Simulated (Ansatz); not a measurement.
Computed with Ansatz on PBE0-D4/def2-TZVP structures; ΔE is electronic, products minus reactants. CCSD(T)/CBS adds triple-zeta CCSD(T) − MP2 to the extrapolated MP2 energy (def2 sets, frozen cores). This one scheme is used for every species. Functionals use def2-TZVPP. For As, Se outer-core shells are correlated without core-valence functions, which leaves a few kJ/mol of doubt a bond. Scalar relativity is left out up to krypton. Each species was taken in one conformer, which may not be the lowest.

`C[Se][AsH2]` + `[BH2][AlH2]` → `C[Se][BH][AlH2]` + `[AsH3]`  (formal exchange of groups at the Se–As bond)

```csv
species,PBE-D4 energy (Eh)
`C[Se][AsH2]`,-4677.81710
`[BH2][AlH2]`,-269.42845
`C[Se][BH][AlH2]`,-2709.96032
`[AsH3]`,-2237.31858
```

Problem. Work out ΔE.

Solution. ΔE = (-2709.96032) + (-2237.31858) − (-4677.81710) − (-269.42845) = -0.03335 Eh = -20.9 kcal/mol. CCSD(T)/CBS gives -19.9 kcal/mol.

Largest T1 diagnostic among the species: 0.014.

In def2-TZVPP, CCSD(T) changes the Hartree–Fock value by −7.4 kcal/mol (the triples alone add −1.3 kcal/mol) and MP2 by −7.2 kcal/mol. From PBE to PBE0 (25 % exact exchange), in def2-TZVPP and without D4, ΔE moves by +1.0 kcal/mol.
